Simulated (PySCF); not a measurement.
Computed shifts of a molecule CH₉NSi₄, PySCF with B3LYP/pcSseg-1, GIAO, gas phase, atoms alike by connectivity averaged where their shifts nearly agree, in ppm (number of nuclei): ²⁹Si: -8.4 (1), -51.8 (1), -96.5 (1), -152.3 (1). ¹³C: 210.7 (1). ¹⁵N: 512.4 (1). ¹H: 10.79 (1), 5.99 (1), 5.76 (1), 4.95 (1), 4.64 (1), 4.07 (3), 2.90 (1). References: ²⁹Si against TMS (σ = 338.7 ppm); ¹³C against TMS (σ = 181.3 ppm); ¹⁵N against NH3 (σ = 265.5 ppm); ¹H against TMS (σ = 31.68 ppm), references at their B3LYP-D3(BJ)/def2-TZVP geometries, non-relativistic. Coordinates come from a PBE-D3(BJ)/def2-SVP optimisation. One conformer was computed; it need not be the lowest.

Which molecule gave these data?
A. [SiH3][Si@H]1[SiH2]C=N[SiH2]1
B. [SiH3]C1=N[Si@@H]([SiH3])[SiH2]1
C. [SiH3][SiH2][Si@H]1C=N[SiH2]1
D. [SiH3]C1=N[SiH2][SiH2][SiH2]1

A, [SiH3][Si@H]1[SiH2]C=N[SiH2]1
